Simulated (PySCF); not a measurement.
C$_{3}$H$_{6}$Cl, doublet, at a GFN2-xTB geometry. Base run: DF-BLYP/def2-SVP (PySCF).

Input for PySCF:
```python
from pyscf import gto, scf, dft

mol = gto.M(
    atom='''
C     0.881968   -0.690356   -0.065206
C     2.334461   -0.222895   -0.008719
C    -0.045219    0.451333   -0.217277
H     0.630046   -1.249113    0.840933
H     0.771878   -1.394276   -0.906128
H     3.000275   -1.075943    0.092328
Cl   -1.689305    0.260271    0.153349
H     2.596858    0.314490   -0.916533
H     2.487241    0.439355    0.839254
H     0.204635    1.312395   -0.809565
''',
    basis='def2-svp',
    charge=0,
    spin=1,
    verbose=4,
)

mf = dft.UKS(mol)
mf.xc = 'blyp'
mf = mf.density_fit(auxbasis='def2-universal-jkfit')
mf.kernel()
```

The base run was repeated with changes; each row names its change, and settings that it needs were set with it.

| change | basis functions | E (Eh) | HOMO (eV) | dipole (D) | core-seconds (rough) |
|---|---|---|---|---|---|
| base | 90 | -577.75665 | -3.95 | 1.10 | 40 |
| basis = STO-3G | 30 | -571.49011 | -2.16 | 1.62 | 8 |
| basis = LANL2DZ | 47 | -132.67199 | -3.95 | 1.65 | 10 |
| basis = def2-SV(P) | 72 | -577.74288 | -3.95 | 1.09 | 10 |
| basis = 6-31+G* | 88 | -577.97495 | -4.20 | 1.50 | 20 |
| basis = pcseg-1 | 90 | -577.96174 | -4.22 | 1.45 | 20 |
| basis = cc-pVDZ | 90 | -577.99508 | -3.99 | 1.29 | 20 |
| basis = 6-31G** | 90 | -577.97470 | -3.92 | 1.46 | 20 |
| basis = 6-311++G** | 138 | -578.04422 | -4.26 | 1.45 | 50 |
| basis = aug-cc-pVDZ | 150 | -578.01106 | -4.24 | 1.47 | 30 |
| basis = def2-TZVP | 166 | -578.05901 | -4.21 | 1.35 | 30 |
| basis = def2-TZVPD | 211 | -578.06075 | -4.27 | 1.47 | 40 |
| basis = def2-TZVPP | 219 | -578.06157 | -4.21 | 1.35 | 50 |

Totals compare only among sets that treat the same electrons; sets with core potentials leave the core out.

Open shells are given as the SCF converged; they aren't shown to be the lowest states, and a large step between rows can be another state.
